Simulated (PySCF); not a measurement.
Species: C₄H₆O₃S.
Geometry (PBE0-D3(BJ)/def2-SVP, Å), atoms numbered from 1 in this order:
```xyz
14
C4H6O3S angstrom
O      2.3511   -1.2518   -0.3022
S      1.5973   -0.0223   -0.1189
O      1.6068    1.0302   -1.1082
O      2.0925    0.6327    1.2893
C     -0.0953   -0.4297    0.2899
C     -0.9412   -0.8025   -0.8997
C     -1.7652    0.2434   -0.7402
C     -1.0324    0.7986    0.4566
H      2.7218    0.0077    1.6806
H     -0.0418   -1.1430    1.1273
H     -0.8715   -1.6328   -1.6045
H     -2.6526    0.5867   -1.2776
H     -1.5822    0.8153    1.4106
H     -0.5382    1.7702    0.3025
```

Computed with PySCF at CAM-B3LYP/def2-SVPD, non-relativistic, on one gas-phase PBE0-D3(BJ)/def2-SVP geometry that isn't relaxed in the solvent. The solvent is an IEF-PCM continuum (van der Waals radii × 1.2), and excitations are vertical TDDFT with non-equilibrium linear response and a frozen core. Specific hydrogen bonds and non-electrostatic terms are outside this model.

Gas-phase singlets (H = HOMO, L = LUMO):

| state | E (eV) | λ (nm) | f | leading configurations |
| --- | --- | --- | --- | --- |
| S1 | 6.972 | 178 | 0.203 | H→L 92% |
| S2 | 7.464 | 166 | 0.004 | H→L+1 65%, H→L+2 27% |
| S3 | 7.604 | 163 | 0.008 | H-4→L 28%, H-2→L 25% |
| S4 | 7.816 | 159 | 0.028 | H→L+2 44%, H→L+1 15% |
| S5 | 7.931 | 156 | 0.002 | H-4→L 29%, H-5→L 26% |

What are the lowest 5 singlets in acetonitrile (ε = 35.69)?

| state | E (eV) | λ (nm) | f | leading configurations | change by rank (eV) |
| --- | --- | --- | --- | --- | --- |
| S1 | 6.901 | 180 | 0.253 | H→L 59%, H→L+1 38% | -0.071 |
| S2 | 7.431 | 167 | 0.006 | H→L+1 38%, H→L 25% | -0.033 |
| S3 | 7.601 | 163 | 0.007 | H-1→L 27%, H-3→L 22% | -0.003 |
| S4 | 7.868 | 158 | 0.031 | H→L+2 38%, H→L+1 11% | +0.052 |
| S5 | 7.973 | 156 | 0.004 | H-1→L 20%, H-3→L 14% | +0.042 |

Give the list for water (ε = 78.36), n² = 1.78.

| state | E (eV) | λ (nm) | f | leading configurations | change by rank (eV) |
| --- | --- | --- | --- | --- | --- |
| S1 | 6.904 | 180 | 0.251 | H→L 54%, H→L+1 42% | -0.068 |
| S2 | 7.428 | 167 | 0.006 | H→L+1 35%, H→L 28% | -0.036 |
| S3 | 7.600 | 163 | 0.007 | H-1→L 25%, H-3→L 20% | -0.004 |
| S4 | 7.870 | 158 | 0.031 | H→L+2 38%, H→L+1 10% | +0.054 |
| S5 | 7.973 | 156 | 0.004 | H-1→L 18%, H-3→L 13% | +0.042 |

The ground-state energy changes by -0.492 eV from gas to water. By how much does the total energy of gas-phase S1 change?

E(S1) = E(S0) + excitation energy, so it changes by -0.492 − 0.068 = -0.560 eV: it is lowered more than the ground state, which is what a red shift means. This is the vertical state, with the slow part of the continuum still set for S0.

How do the frontier levels move from gas to water?

| orbital | gas (eV) | solvent (eV) | change (eV) | Löwdin shares, gas | Löwdin shares, solvent |
| --- | --- | --- | --- | --- | --- |
| LUMO+2 | 1.42 | 1.55 | +0.13 | C7 18 %, S2 16 %, H13 10 %, H12 10 % | S2 48 %, O3 11 %, O4 9 %, O1 8 % |
| LUMO+1 | 0.56 | 0.84 | +0.28 | S2 34 %, O4 20 %, H9 13 %, H10 6 % | S2 23 %, C7 16 %, C6 15 %, O4 13 % |
| LUMO | 0.52 | 0.82 | +0.30 | C7 34 %, C6 29 %, H12 6 %, S2 5 % | S2 21 %, C7 20 %, C6 17 %, O4 6 % |
| HOMO | -9.36 | -9.09 | +0.27 | C6 32 %, C7 31 %, C8 8 %, C5 7 % | C6 34 %, C7 31 %, C8 8 %, C5 7 % |
| HOMO-1 | -10.56 | -10.66 | -0.10 | O1 47 %, O3 31 %, S2 6 %, C8 4 % | O1 35 %, C5 14 %, C8 12 %, C7 8 % |
| HOMO-2 | -10.73 | -10.89 | -0.16 | O1 32 %, O3 19 %, C5 11 %, O4 10 % | O1 39 %, O3 34 %, O4 12 %, S2 5 % |
| HOMO-3 | -11.03 | -11.14 | -0.11 | O3 58 %, O1 16 %, S2 8 %, O4 6 % | O3 18 %, C5 14 %, C6 13 %, C8 13 % |

The HOMO–LUMO gap goes from 9.88 to 9.91 eV. Rows go by rank; for HOMO-3, HOMO-2, HOMO-1, LUMO, LUMO+1 and LUMO+2 the atom shares or the degeneracy differ between the runs, so the row needn't follow one orbital.

Cost: about 1.7 min of CPU time on one thread; the machine was shared, so the figure is rough. This is the whole response run at CAM-B3LYP/def2-SVPD in water, SCF included.
